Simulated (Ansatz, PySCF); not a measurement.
**Worked example: transport gap, exciton binding and injection barriers**

C2H5FOSi2, SMILES C1C([Si@@H](F)[SiH2]1)=O.

Coordinates come from a B3LYP-D3(BJ)/def2-SVP optimisation. The structure was generated by enumeration; whether it is a known compound was not checked.

Gas-phase, vertical values: ionisation energy 8.66 eV and electron affinity 0.59 eV from ΔSCF with PBE/def2-SVPD (Ansatz, a quantum-chemistry and plane-wave program); S1 2.68 eV and T1 2.14 eV from TDA-PBE/def2-SVPD (PySCF). Assume, for the exercise, a film of permittivity 3.5, a cavity radius of 5.0 Å and electrodes of work function 5.0 eV (anode) and 3.6 eV (cathode), with aligned vacuum levels.

### Question
Work out the fundamental gap and exciton binding energy in the gas phase, the levels in the film by Born's model, the injection barriers and the thermal weight of S1 against T1 at 298 K.

### Answer

Fundamental gap IE − EA = 8.07 eV; exciton binding = gap − S1 = 5.39 eV.
Born polarisation P = (14.3996 eV Å / 2r)(1 − 1/ε) = 1.03 eV. Film: IE = 7.63 eV, EA = 1.62 eV, transport gap 6.01 eV; with S1 unchanged the binding falls to 3.33 eV.
Hole barrier IE − Φ(anode) = 2.63 eV; electron barrier Φ(cathode) − EA = 1.98 eV (a negative value means no barrier, and the level would pin).
ΔE(ST) = S1 − T1 = 0.54 eV, and the triplet has three sublevels, so the ratio S1/T1 is (1/3) exp(−ΔE/kT) = 2.5e-10 with kT = 0.02569 eV: too wide a gap for thermal return to the singlet. All inputs carry the errors of their functional, and relaxed states would shift them.
